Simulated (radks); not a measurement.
Tl IV, 78 electrons, occupied as [Xe] 4f14 5d10 (the NIST ground configuration). All-electron calculation, scalar-relativistic Kohn-Sham, BLYP, spin-polarised, spherical densities, finite nucleus; Fermi nuclear charge, rms radius 5.4759 fm. Program: a radial shooting solver on a logarithmic mesh with Libxc functionals.

Normalised radial functions P(r) = r R(r), r in bohr:

```
   r/bohr * 4f, o 5p, + 5d (the largest magnitude, 1.48, reaches the edge; | marks zero, & curves that meet)
 0.002528                             &
 0.003372                             &
 0.004462                             &o
 0.005904                             &o
 0.007812                             &o
  0.01042                             & o
  0.01379                             &  o
  0.01824                             &   o
  0.02433                             *+   o
  0.03219                             *+    o
  0.04259                             * +  o
  0.05635                             |* o+
  0.07516                            o| *  +
  0.09945                       o     |    *+
   0.1316                     o       |    +   *
   0.1741                         o   |+             *
   0.2322                         +   |   o                 *
   0.3072                     +       |          o               *
   0.4065                      +      |       o                  *
   0.5379                         o   +                     *
   0.7174           o                 |         +    *
   0.9492        o                    |       *        +
    1.256             o               |  *             +
    1.675                     o       |*           +
    2.216                           o *      +
    2.932                             &  +
     3.88                             &+
```

4f: eigenvalue -143.32 eV, 0 radial nodes, <r> = 0.468 bohr, 90 % of the charge inside 0.745 bohr. 5p: eigenvalue -105.32 eV, 3 radial nodes at r = 0.0704, 0.203, 0.495 bohr, <r> = 1.01 bohr, 90 % of the charge inside 1.45 bohr. 5d: eigenvalue -44.168 eV, 2 radial nodes at r = 0.186, 0.534 bohr, <r> = 1.34 bohr, 90 % of the charge inside 2.03 bohr.
